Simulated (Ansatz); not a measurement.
## Ansatz (development build ahead of 0.2.0) run

```yaml
crystal:
  periodic: [false, false, false]
  atoms:
    - { symbol: Mg, position_ang: [0.0, 0.0, 0.0] }
    - { symbol: Be, position_ang: [0.0, 0.0, 5.061] }
    - { symbol: Be, position_ang: [0.0, 0.0, -5.061] }
basis:
  gaussian: { orbitals: pcseg-2 }
magnetization:
  initial_magnetization: 2
hamiltonian:
  xc: { name: wB97X }
```

The input is written out in the form of the current development build from the run's settings.

Output:

* Converged: yes
* Total energy: -229.28118 hartree
* Spin squared of the determinant: 2.000
* Stability test: minimum among restricted orbitals

Caution: stretched shape with no unrestricted run beside it, a lower state can exist; charge can spread falsely over distant fragments; other spin multiplicities may lie lower.
